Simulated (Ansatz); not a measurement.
Process, species as SMILES: NB(Br)Br -> [NH-]B(Br)Br + H+
Each molecule is optimised on its own at B3LYP-D3(BJ)/def2-TZVP (Ansatz, a first-principles code), one conformer each, not searched for the lowest. Frequencies are from Ansatz.
Geometry of the first species:
SMILES: NB(Br)Br
```xyz
6

N     -1.9513    -0.5470     0.0808
B     -0.6219    -0.1743     0.0257
Br     0.6858    -1.3636    -0.7605
Br    -0.0655     1.5375     0.7348
H     -2.2804    -1.4285    -0.2770
H     -2.6616     0.0432     0.4816
```
Charge 0, spin multiplicity 1.

Property: gas-phase deprotonation energy (enthalpy at 298 K, with B3LYP-D3(BJ) rigid-rotor harmonic-oscillator terms), in kJ/mol. Correlated levels leave the core frozen unless marked. Spin-orbit coupling is left out. The frozen core is the preceding noble-gas configuration, with the filled d and f shells of earlier blocks. No relativistic terms. Anions need diffuse functions: aug- sets have them; def2-D sets add few; the other sets have none. CBS marks a two-point X^-3 extrapolation of the correlation energy; Hartree-Fock from the larger set.

CCSD(T)/CBS(aug-cc-pVTZ,aug-cc-pVQZ) (Ansatz) gives 1466.8 kJ/mol.

**Question.** Another calculation gave 1464.2 kJ/mol. Which level was it?
A. B2PLYP/def2-TZVPD (Ansatz)
B. BLYP/def2-TZVPD (Ansatz)
C. r2SCAN0/def2-TZVPD (Ansatz)
D. SVWN5/def2-TZVPD (Ansatz)

**Answer.** A, B2PLYP/def2-TZVPD (Ansatz). The others give 1478.1 (r2SCAN0), 1453.2 (BLYP), 1439.6 (SVWN5) kJ/mol.
